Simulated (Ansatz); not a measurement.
`[GaH2][SnH3]` and `[CH3][SnH2][GaH2]` differ in one atom or group.

Ansatz, PBE0-D4/def2-TZVP geometries, multiplicity 1. 

Elements past krypton have def2 core potentials. Scalar relativity is left out up to krypton.

| property | `[GaH2][SnH3]` |
| --- | --- |
| LUMO energy (PBE/def2-TZVPP) / eV | -3.03 |
| HOMO–LUMO gap (PBE0/def2-TZVPP) / eV | 5.16 |
| HOMO–LUMO gap (PBE/def2-TZVPP) / eV | 3.38 |
| HOMO energy (PBE0/def2-TZVPP) / eV | -7.41 |
| size of the dipole moment (B3LYP/def2-TZVPP) / D | 0.58 |
| HOMO energy (ωB97M-V/def2-TZVPP) / eV | -9.39 |

**Question.** What does the change do to each property? (Best estimate.)

**Answer.** The calculation gave: 
| property | `[CH3][SnH2][GaH2]` | shift |
| --- | --- | --- |
| LUMO energy (PBE/def2-TZVPP) / eV | -2.91 | 0.12 |
| HOMO–LUMO gap (PBE0/def2-TZVPP) / eV | 5.02 | -0.14 |
| HOMO–LUMO gap (PBE/def2-TZVPP) / eV | 3.25 | -0.13 |
| HOMO energy (PBE0/def2-TZVPP) / eV | -7.16 | 0.25 |
| size of the dipole moment (B3LYP/def2-TZVPP) / D | 0.70 | 0.12 |
| HOMO energy (ωB97M-V/def2-TZVPP) / eV | -9.14 | 0.25 |

With PBE0 the HOMO rises by 0.25 eV and the LUMO rises by 0.11 eV, so the gap narrows by about 0.14 eV. PBE moves the HOMO by 0.25 eV and ωB97M-V by 0.25 eV. Dipoles are sizes alone; their direction can turn.

B3LYP here is the variant with VWN-RPA as its local correlation; programs differ in this.
